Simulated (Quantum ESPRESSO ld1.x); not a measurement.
Task: The table gives one normalised radial function P(r) = r R(r) of Tc32+ in [Ne] 3s1 (r in bohr). Method: scalar-relativistic Kohn-Sham, LDA (Slater exchange, VWN5 correlation), spin-polarised, spherical densities, point nucleus; open shells are filled with parallel spins first (spin-orbit coupling, left out, can overturn this in heavy ions); computed with ld1.x of Quantum ESPRESSO 7.5.

r          P
0.001167  0.7258
0.001305  0.8025
0.001449  0.8803
0.00162   0.9719
0.001812  1.0721
0.002011  1.1733
0.002249  1.2917
0.002516  1.4203
0.002791  1.5492
0.003122  1.6988
0.003492  1.8596
0.003875  2.0192
0.004334  2.2019
0.004809  2.3814
0.005379  2.5847
0.006017  2.7972
0.006676  3.0014
0.007467  3.2269
0.008352  3.4555
0.009268  3.6675
0.01037   3.8917
0.01159   4.1068
0.01287   4.2933
0.01439   4.4738
0.0161    4.6263
0.01786   4.7362
0.01998   4.8131
0.02234   4.8397
0.02479   4.8133
0.02773   4.7248
0.03102   4.5704
0.03442   4.3674
0.0385    4.0866
0.04272   3.7734
0.04778   3.3887
0.05344   2.9682
0.0593    2.5601
0.06632   2.1190
0.07418   1.6945
0.08232   1.3304
0.09207   0.9840
0.103     0.6941
0.1143    0.4788
0.1278    0.3033
0.143     0.1799
0.1586    0.1038
0.1774    0.0531
0.1985    0.0248
0.2202    0.0112
0.2463    0.0043
0.2755    0.0014
0.3057    0.0005
0.3419    0.0001
0.3794    0.0000
0.4243    0.0000
0.4746    0.0000
0.5267    0.0000
0.5891    0.0000
0.6589    0.0000
0.7311    0.0000
0.8177    0.0000
0.9147    0.0000
1.015     0.0000
1.135     0.0000

Which n and l does it have? It may be an empty orbital.

Result: n = 1, l = 0: the number of nodes gives n - l - 1 = 0, the rise at small r (about r^(l+1), flatter next to the nucleus through relativity) gives l, and the extent must fit the shell. The curve is that of 1s up; the table hardly tells the two spins apart. 1s up: eigenvalue -22630 eV, 0 radial nodes, <r> = 0.0343 bohr, 90 % of the charge inside 0.0614 bohr.
